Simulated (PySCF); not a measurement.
C₆ coefficients of unlike pairs at HSE06

Calculated with PySCF 2.14 from the dipole response of each species, C₆(A,B) = (3/π) ∫ α_A(iu) α_B(iu) du, in atomic units, from isotropic polarisabilities. For ions this is the dispersion term alone; charge-induced terms of lower order in 1/R come first.

| species | configuration | basis | relativity | α (bohr³) | C₆ (like pair) |
| --- | --- | --- | --- | --- | --- |
| Ca²⁺ | [Ar] (1S) | aug-cc-pwCVTZ-X2C (9s8p6d3f) | spin-free X2C | 3.274 | 10.77 |
| S³⁺ | [Ne] 3s2 3p1 (2P) | aug-cc-pVTZ-DK (6s5p3d2f) | spin-free X2C | 5.288 | 13.98 |
| O | [He] 2s2 2p4 (3P) | def2-QZVPPD (8s5p4d2f1g) | none | 5.435 | 16.26 |
| Hg | [Xe] 4f14 5d10 6s2 (1S) | aug-cc-pwCVDZ-PP with ECP60MDF (6s6p5d3f) | core potential | 35.74 | 331.3 |

**Question.** Estimate C₆ for Hg with Ca²⁺.

**Answer.** The integral gives 52.80. The combination rule 2 C_A C_B / (C_A α_B/α_A + C_B α_A/α_B) gives 48.25 and the geometric mean 59.73.

No spin-orbit coupling is included.

The other pairs:

```json
{"pair": "O, Ca²⁺", "C₆": "12.86"}
{"pair": "Hg, O", "C₆": "70.58"}
{"pair": "S³⁺, Ca²⁺", "C₆": "11.61"}
{"pair": "O, S³⁺", "C₆": "15.01"}
{"pair": "Hg, S³⁺", "C₆": "66.14"}
```
